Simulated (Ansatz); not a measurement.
Geometry optimisation of C2H7GeNO.

```yaml
crystal:
  periodic: [false, false, false]
  atoms:
    - {symbol: C, position_ang: [-2.331832, 0.661958, -0.156930]}
    - {symbol: Ge, position_ang: [-1.285730, -1.023461, -0.579733]}
    - {symbol: O, position_ang: [0.618217, 0.022026, -0.225096]}
    - {symbol: C, position_ang: [1.496703, -0.586595, 0.407100]}
    - {symbol: N, position_ang: [2.704829, -0.063036, 0.673120]}
    - {symbol: H, position_ang: [-3.328861, 0.574925, -0.642221]}
    - {symbol: H, position_ang: [-2.495656, 0.783152, 0.933269]}
    - {symbol: H, position_ang: [-1.843008, 1.572807, -0.557735]}
    - {symbol: H, position_ang: [-1.117369, -0.665035, -2.148839]}
    - {symbol: H, position_ang: [1.323557, -1.622182, 0.792794]}
    - {symbol: H, position_ang: [2.930967, 0.878486, 0.342393]}
    - {symbol: H, position_ang: [3.405083, -0.588244, 1.195878]}
basis:
  gaussian: {orbitals: def2-TZVP}
hamiltonian: {xc: pbe0, dispersion: d4}
relax: {f_tol: 0.005, max_steps: 150}
```

```sh
$ ansatz run in.yaml --threads 4 --pin off --events-out ev --progress --plain
```

It prints (some lines left out):

```
Functional definition: PBE0
mean field -62231.56319392 eV, -2286.9677653080 hartree, gradient 6.3e-5 eV, S^2 0.000000; 0 other end points of the search recorded, 0 dependent functions left out
relax step   1: F+E_penalty+E_count = -62231.75115287 eV  Δ(F+E_penalty+E_count) = +0.000e0 eV  max|allowed force component| = 8.522e-1 eV/Å  Δτ_max = 0.0000 Å  (29 SCF iters, accepted)
mean field -62231.61679175 eV, -2286.9697349919 hartree, gradient 8.5e-6 eV, S^2 0.000000; 0 other end points of the search recorded, 0 dependent functions left out
relax step   2: F+E_penalty+E_count = -62231.80546083 eV  Δ(F+E_penalty+E_count) = -5.431e-2 eV  max|allowed force component| = 1.656e-1 eV/Å  Δτ_max = 0.0465 Å  (34 SCF iters, accepted)
mean field -62231.62047928 eV, -2286.9698705063 hartree, gradient 8.2e-6 eV, S^2 0.000000; 0 other end points of the search recorded, 0 dependent functions left out
relax step   3: F+E_penalty+E_count = -62231.80880876 eV  Δ(F+E_penalty+E_count) = -3.348e-3 eV  max|allowed force component| = 9.570e-2 eV/Å  Δτ_max = 0.0170 Å  (34 SCF iters, accepted)
mean field -62231.62072503 eV, -2286.9698795372 hartree, gradient 8.2e-6 eV, S^2 0.000000; 0 other end points of the search recorded, 0 dependent functions left out
relax step   4: F+E_penalty+E_count = -62231.80913767 eV  Δ(F+E_penalty+E_count) = -3.289e-4 eV  max|allowed force component| = 1.531e-1 eV/Å  Δτ_max = 0.0142 Å  (33 SCF iters, accepted)
mean field -62231.62144234 eV, -2286.9699058981 hartree, gradient 8.2e-6 eV, S^2 0.000000; 0 other end points of the search recorded, 0 dependent functions left out
relax step   5: F+E_penalty+E_count = -62231.80990137 eV  Δ(F+E_penalty+E_count) = -7.637e-4 eV  max|allowed force component| = 3.680e-2 eV/Å  Δτ_max = 0.0064 Å  (34 SCF iters, accepted)
mean field -62231.62152037 eV, -2286.9699087656 hartree, gradient 8.2e-6 eV, S^2 0.000000; 0 other end points of the search recorded, 0 dependent functions left out
relax step   6: F+E_penalty+E_count = -62231.80993700 eV  Δ(F+E_penalty+E_count) = -3.563e-5 eV  max|allowed force component| = 2.132e-2 eV/Å  Δτ_max = 0.0043 Å  (34 SCF iters, accepted)
mean field -62231.62156984 eV, -2286.9699105836 hartree, gradient 8.2e-6 eV, S^2 0.000000; 0 other end points of the search recorded, 0 dependent functions left out
relax step   7: F+E_penalty+E_count = -62231.80996134 eV  Δ(F+E_penalty+E_count) = -2.433e-5 eV  max|allowed force component| = 3.896e-3 eV/Å  Δτ_max = 0.0071 Å  (34 SCF iters, accepted)
mean field -62231.62156984 eV, -2286.9699105836 hartree, gradient 8.2e-6 eV, S^2 0.000000; 1 other end points of the search recorded, 0 dependent functions left out
Total energy: -62231.80999462 eV, -2286.9768350666 hartree
Atom 0 at    -2.304425     0.653717    -0.153697 Å, force     0.000882     0.000599    -0.000358 eV/Å
Atom 1 at    -1.250839    -0.997888    -0.580207 Å, force    -0.002570    -0.002816    -0.001176 eV/Å
Atom 2 at     0.615533     0.040881    -0.228355 Å, force     0.002929     0.000053     0.001857 eV/Å
Atom 3 at     1.472363    -0.571688     0.400517 Å, force    -0.000747     0.001226    -0.001835 eV/Å
Atom 4 at     2.672448    -0.068131     0.668512 Å, force     0.001475     0.003896    -0.001067 eV/Å
Atom 5 at    -3.299823     0.538290    -0.596370 Å, force     0.000928    -0.000356     0.001083 eV/Å
Atom 6 at    -2.430561     0.782406     0.923301 Å, force    -0.000280     0.000548    -0.000508 eV/Å
Atom 7 at    -1.853535     1.552880    -0.577609 Å, force    -0.000722    -0.000673     0.000357 eV/Å
Atom 8 at    -1.086380    -0.658194    -2.132668 Å, force     0.000584     0.000609     0.000546 eV/Å
Atom 9 at     1.282507    -1.585838     0.778056 Å, force    -0.002424    -0.001492     0.000469 eV/Å
Atom 10 at     2.910213     0.855554     0.344602 Å, force     0.001117    -0.000681     0.000382 eV/Å
Atom 11 at     3.349398    -0.597187     1.187920 Å, force    -0.001171    -0.000914     0.000249 eV/Å
Dipole moment:     1.357019     0.133580     0.587658 e Å
```

Run time 30 s (4 threads of a server CPU on a shared host); peak host memory 0.61 GiB.
